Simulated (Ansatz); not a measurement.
Born–Oppenheimer molecular dynamics of Cl2FHOZr (6 atoms, charge 0, multiplicity 1). It starts from a relaxed structure.

Computed with Ansatz, RHF/def2-SVP.

```yaml
ensemble: NVE (Milne-controlled integrator)
time_step: 0.5 fs
steps_asked: 150
starting_velocities_drawn_for: 500 K
seed: 480778
```

First frame:

```xyz
6
Properties=species:S:1:pos:R:3
Zr 0.007 0.011 0.129
Cl 0.134 0.274 2.490
Cl 2.186 -0.109 -0.820
F -0.905 1.502 -0.610
O -0.955 -1.558 -0.286
H -1.427 -2.349 -0.487
```

Task: How far do the bonds stretch over the last three quarters of this one trajectory? (Pairs bonded in most of those frames.)

Result: 
```json
{"bond": "Zr1–Cl2", "mean (Å)": "2.385", "spread (Å)": "0.041", "shortest": "2.34", "longest": "2.45"}
{"bond": "Zr1–Cl3", "mean (Å)": "2.394", "spread (Å)": "0.048", "shortest": "2.32", "longest": "2.45"}
{"bond": "Zr1–F4", "mean (Å)": "1.903", "spread (Å)": "0.025", "shortest": "1.86", "longest": "1.94"}
{"bond": "Zr1–O5", "mean (Å)": "1.892", "spread (Å)": "0.042", "shortest": "1.82", "longest": "1.94"}
{"bond": "O5–H6", "mean (Å)": "0.945", "spread (Å)": "0.018", "shortest": "0.92", "longest": "0.97"}
```

Mean temperature of the second half: 188 K. The conserved energy stayed within 0.026 meV per atom of its start (net change -0.0038 meV per atom), so the integration is sound. A run of 0.075 ps of so small a system gives no equilibrium averages.

Run time: 4.6 min on 1 thread of Arm Neoverse V2, on a shared host, peak memory 0.2 GiB.
